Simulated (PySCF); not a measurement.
# Ionisation energy of Pt³⁴⁺ by level of theory

Pt³⁴⁺ [Kr] 4d8 (3F) → Pt³⁵⁺ [Kr] 4d7 (4F), as a difference of total energies. Computed with PySCF 2.14 in an even-tempered Gaussian basis (18 s from 3.2 bohr⁻², ratio 2.5; 12 p from 4.1 bohr⁻², ratio 2.5; 9 d from 4.1 bohr⁻², ratio 2.5; 4 f from 21 bohr⁻², ratio 2.7; 3 g from 31 bohr⁻², ratio 2.7), with no relativity, point nucleus. Correlated levels: outer shells: [Ar] 3d10 frozen; virtual orbitals above 40 to 60 times the deepest correlated orbital energy dropped. The calculations carry no spin-orbit coupling.

```json
{"method": "UHF", "ionisation energy (eV)": "1517.1"}
{"method": "LDA", "ionisation energy (eV)": "1519.1"}
{"method": "PBE", "ionisation energy (eV)": "1519.0"}
{"method": "PBE0", "ionisation energy (eV)": "1519.1"}
{"method": "r2SCAN", "ionisation energy (eV)": "1519.3"}
{"method": "M06-2X", "ionisation energy (eV)": "1519.8"}
{"method": "B3LYP", "ionisation energy (eV)": "1518.9"}
{"method": "MP2 (outer shells)", "ionisation energy (eV)": "1517.5"}
{"method": "SCS-MP2 (outer shells)", "ionisation energy (eV)": "1517.5"}
```

Spin-orbit coupling is strong in these open shells (close to jj coupling). The scalar numbers leave it out and a first-order estimate fails, so it can dominate the gap to the real levels.

All relativistic terms are absent from these numbers, so their closeness to the reference says little about the methods.

For comparison: 1509 ± 5 eV (theoretical estimate listed by NIST; NIST Atomic Spectra Database, ionization energies).
